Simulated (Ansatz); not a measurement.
The cluster Tl₂H⁺, relaxed as a quintet with UKS PBE0-D4/def2-TZVP in Ansatz, starting from the PBE0-D4/def2-TZVP geometry of the charge +1 singlet. Force threshold 0.02 eV/Å.

In the def2 sets Tl takes a core potential; there is no spin–orbit coupling. In the quintet geometry the species has come apart into loosely held pieces. At PBE0-D4/def2-TZVP a singlet of charge 1 lies 7.94 eV below the quintet, each at its own geometry. The structure comes from a short search, and lower isomers may exist.

Start:

Cartesian coordinates in Å:
```
Tl -1.901 -0.648 0.722
Tl 1.901 0.647 -0.722
H 0.000 0.001 0.000
```

```
        step  energy (eV)  largest force component (eV/Å)  SCF passes
           1   -9390.4385                           0.652         141
           2   -9390.6505                           0.316         112
3 (rejected)   -9390.6499                           1.645          51
           4   -9390.7231                           0.398         115
           5   -9390.8036                           0.375          73
           6   -9390.8152                           0.559          47
           7   -9390.8475                           0.067          55
           8   -9390.8563                           0.118          44
           9   -9390.9401                           0.328          48
          10   -9391.1919                           0.596          46
          11   -9391.5502                           0.795          41
          12   -9391.9775                           0.576          42
          13   -9392.1710                           0.397          40
          14   -9392.2226                           0.229          39
          15   -9392.2436                           0.106          36
          16   -9392.2454                           0.039          38
          17   -9392.2456                           0.001          36
```

Force components are those of the run's own axes.

End:

```csv
atom,x (Å),y (Å),z (Å)
Tl1,-1.036,-1.003,0.515
Tl2,1.457,-0.217,-0.420
H3,-0.420,1.220,-0.095
```

Bonds lost: Tl1–H3, Tl2–H3 (atoms count from 1). Bonds formed: Tl1–Tl2 (atoms count from 1). The end holds 2 separate pieces.

No frequencies were taken in this run, so the end may be a saddle point.

It took 51 s on 4 threads of Arm Neoverse V1 on a shared host.
